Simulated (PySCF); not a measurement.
BHI2, SMILES IBI.

The structure is a stationary point at B3LYP-D3(BJ)/def2-SVP. The def2 effective core potentials stand for the cores of I; spin–orbit coupling is left out.

Method: PySCF with B3LYP-D3(BJ)/def2-SVP.

Frequencies are harmonic and unscaled.

| mode | ν (cm⁻¹) | IR (km/mol) | Raman (Å⁴/amu) | depolarisation | moving atoms (share of kinetic energy) |
|---|---|---|---|---|---|
| 1 | 124 | 0.0 | 5.2 | 0.52 | I 94 % |
| 2 | 497 | 4.4 | 12.6 | 0.19 | B 81 %, I 11 % |
| 3 | 660 | 0.3 | 0.0 | – | H 69 %, B 31 % |
| 4 | 693 | 195.6 | 2.7 | 0.75 | B 79 %, H 15 % |
| 5 | 980 | 203.6 | 0.0 | – | H 84 %, B 16 % |
| 6 | 2689 | 55.5 | 122.0 | 0.28 | H 91 %, B 9 % |
